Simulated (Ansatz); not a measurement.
Basis-set extrapolation for CH$_{4}$AlBO, SMILES `[BH]1O[CH2][AlH]1` (PBE0-D4/def2-TZVP geometry, frozen core, Ansatz 0.2.0). Multiplicity 1, RHF reference.

```csv
,def2-TZVPP,def2-QZVPP
HF,-381.688323,-381.701880
MP2 correlation,-0.574155,-0.615335
CCSD(T) correlation,-0.631269,not run
```

Energies in hartree. Use E(X) = E(∞) + A·exp(−7.88·√X) for Hartree–Fock and E(X) = E(∞) + B·X^(−2.97) for correlation, with X = 3 and 4, and add CCSD(T) minus MP2 of the smaller set to the MP2 limit.

What is the CCSD(T) energy at the basis-set limit?

HF limit: -381.701880 + (-0.013557) × 0.13774 = -381.70375. MP2 limit: -0.615335 + (-0.041180) × 0.74074 = -0.64584. Higher-order term: -0.631269 − (-0.574155) = -0.05711. Total: -382.40670 hartree, 228.7 kJ/mol below CCSD(T)/def2-TZVPP.
